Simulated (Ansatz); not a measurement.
`CN[SiH2]N` and `BN(C)[SiH2]N` differ in one atom or group.

Ansatz, PBE0-D4/def2-TZVP geometries, multiplicity 1. Each molecule was computed in one conformer, which needn't be the lowest.

```csv
property,`CN[SiH2]N`
size of the dipole moment (ωB97M-V/def2-TZVPP) / D,0.98
HOMO–LUMO gap (PBE0/def2-TZVPP) / eV,7.53
HOMO energy (B3LYP/def2-TZVPP) / eV,-6.41
HOMO–LUMO gap (PBE/def2-TZVPP) / eV,5.36
HOMO–LUMO gap (B3LYP/def2-TZVPP) / eV,7.02
HOMO–LUMO gap (ωB97M-V/def2-TZVPP) / eV,11.34
```

(1) Give the same properties after the change, and the shifts. (An estimate is asked.)

Results:

(1) The calculation gave: 
```
                                          property  `BN(C)[SiH2]N`  shift
size of the dipole moment (ωB97M-V/def2-TZVPP) / D            0.35  -0.63
              HOMO–LUMO gap (PBE0/def2-TZVPP) / eV            7.79   0.26
               HOMO energy (B3LYP/def2-TZVPP) / eV           -7.57  -1.16
               HOMO–LUMO gap (PBE/def2-TZVPP) / eV            5.45   0.09
             HOMO–LUMO gap (B3LYP/def2-TZVPP) / eV            7.32   0.30
           HOMO–LUMO gap (ωB97M-V/def2-TZVPP) / eV           11.84   0.50
```

With PBE0 the HOMO falls by 1.18 eV and the LUMO falls by 0.92 eV, so the gap widens by about 0.26 eV. PBE moves the HOMO by -1.12 eV and ωB97M-V by -1.14 eV. Dipoles are sizes alone; their direction can turn.

B3LYP here is the variant with VWN-RPA as its local correlation; programs differ in this.
